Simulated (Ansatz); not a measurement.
Basis-set extrapolation for `O=CC[SiH](O)Cl` (PBE0-D4/def2-TZVP geometry, frozen core, Ansatz 0.2.0). Multiplicity 1, RHF reference.

```
                      def2-TZVPP   def2-QZVPP
                 HF  -977.039630  -977.072226
    MP2 correlation    -1.101032    -1.189819
CCSD(T) correlation    -1.189080      not run
```

Energies in hartree. Use E(X) = E(∞) + A·exp(−7.88·√X) for Hartree–Fock and E(X) = E(∞) + B·X^(−2.97) for correlation, with X = 3 and 4, and add CCSD(T) minus MP2 of the smaller set to the MP2 limit.

Q: What is the CCSD(T) energy at the basis-set limit?

A: HF limit: -977.072226 + (-0.032596) × 0.13774 = -977.07672. MP2 limit: -1.189819 + (-0.088787) × 0.74074 = -1.25559. Higher-order term: -1.189080 − (-1.101032) = -0.08805. Total: -978.42036 hartree, 120.3 kcal/mol below CCSD(T)/def2-TZVPP.
